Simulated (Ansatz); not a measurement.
Basis-set extrapolation for CH8BFSi2 (`F[SiH2]BC[SiH3]`) (PBE0-D4/def2-TZVP geometry, frozen core, the Gaussian-basis code of Ansatz). Multiplicity 1, RHF reference.

|  | def2-TZVPP | def2-QZVPP |
| --- | --- | --- |
| HF | -744.651303 | -744.677557 |
| MP2 correlation | -0.774777 | -0.835056 |
| CCSD(T) correlation | -0.865272 | not run |

Energies in hartree. Use E(X) = E(∞) + A·exp(−7.88·√X) for Hartree–Fock and E(X) = E(∞) + B·X^(−2.97) for correlation, with X = 3 and 4, and add CCSD(T) minus MP2 of the smaller set to the MP2 limit.

Task: What is the CCSD(T) energy at the basis-set limit?

Result: HF limit: -744.677557 + (-0.026254) × 0.13774 = -744.68117. MP2 limit: -0.835056 + (-0.060279) × 0.74074 = -0.87971. Higher-order term: -0.865272 − (-0.774777) = -0.09049. Total: -745.65137 hartree, 353.9 kJ/mol below CCSD(T)/def2-TZVPP.
